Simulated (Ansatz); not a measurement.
Compare A (`C[SiH](F)B[SiH3]`) with its isomer B (`B[Si](C)(F)[SiH3]`).

Gas-phase electronic energies from Ansatz, PBE0-D4/def2-TZVP geometries. CBS: MP2 limit from def2 TZ/QZ plus the TZ coupled-cluster correction, frozen cores. DFT in def2-TZVPP. B3LYP here is the variant with VWN-RPA as its local correlation; programs differ in this. Each species was taken in one conformer, which may not be the lowest.

A:

```xyz
13

C    -0.225    1.146    2.042
Si   -0.629   -0.296    0.928
F    -2.065   -0.013    0.253
B     0.786   -0.584   -0.458
Si    0.457   -0.509   -2.434
H    -0.100    2.070    1.472
H     0.701    0.954    2.590
H    -1.028    1.299    2.766
H    -0.790   -1.540    1.736
H     1.877   -0.876   -0.055
H     1.676   -0.300   -3.261
H    -0.560    0.508   -2.814
H    -0.100   -1.858   -2.765
```

B:

Z-matrix (Å, degrees):
```
Si
C 1 1.870
F 1 1.616 2 107.5
B 1 1.990 2 114.7 3 126.4
Si 1 2.364 2 109.7 3 -116.3
H 2 1.092 1 110.8 3 58.0
H 2 1.093 1 110.0 3 178.0
H 2 1.093 1 111.0 3 -62.3
H 4 1.195 1 123.6 2 -135.5
H 4 1.198 1 118.6 2 50.1
H 5 1.489 1 109.8 2 61.9
H 5 1.489 1 109.4 2 -57.2
H 5 1.488 1 111.9 2 -177.3
```

Task: Which isomer does CCSD(T)/CBS put lower? Give the gap. (Best estimate.)

Result: The calculation gave: B, by 5.7 kJ/mol.

Task: Give E(B) − E(A) in kJ/mol with B3LYP-D4, CCSD(T)/def2-TZVPP, B2PLYP, ωB97M-V, CCSD/def2-TZVPP, PBE-D4, MP2/def2-TZVPP. (An estimate is asked.)

Result: The calculation gave: B3LYP-D4 -8.3, CCSD(T)/def2-TZVPP -5.1, B2PLYP -5.8, ωB97M-V -5.1, CCSD/def2-TZVPP -3.8, PBE-D4 -11.3, MP2/def2-TZVPP -6.1. None reverses the order clearly.

Largest T1 diagnostic: 0.013.

In def2-TZVPP, CCSD(T) changes the Hartree–Fock value by −4.4 kJ/mol (the triples alone add −1.3 kJ/mol) and MP2 by −5.3 kJ/mol.
